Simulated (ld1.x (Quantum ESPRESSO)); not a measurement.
**PBE TM dataset for aluminium (Al), scalar-relativistic all-electron reference.**

ld1.x (Quantum ESPRESSO) 7.5 input, shortened:

```
&input
   title='Al', zed=13., rel=1, dft='PBE', iswitch=3,
   config='[Ne] 3s2 3p0 3d-2'
 /
 &inputp
   pseudotype=2, tm=.true., lloc=0,
   nlcc=.true., rcore=1.50
 /
3
3P  2  1   0.00   0.00  2.14  2.14  0.0
3D  3  2  -2.00   0.45  2.00  2.00  0.0
3S  1  0   2.00   0.00  1.50  1.50  0.0
 &test
   configts(1)='3s2 3p0'
 /
```

* Cutoffs needed: 30 Ry and 60 Ry (the cutoffs (Ry, on a coarse ladder) from which the occupation-weighted sum of valence levels, in a spherical-Bessel basis at the reference potential, stays within 10 and 1 mRy of its value at 400 Ry)
* Ghost test: no extra level below or beside the all-electron valence levels (p, d, s, f tested) (spherical-Bessel basis up to 400 Ry, 20 bohr box)
* Largest excitation error: +24 meV (all-electron minus pseudo) for 3s1 3p0, out of 7 test configurations
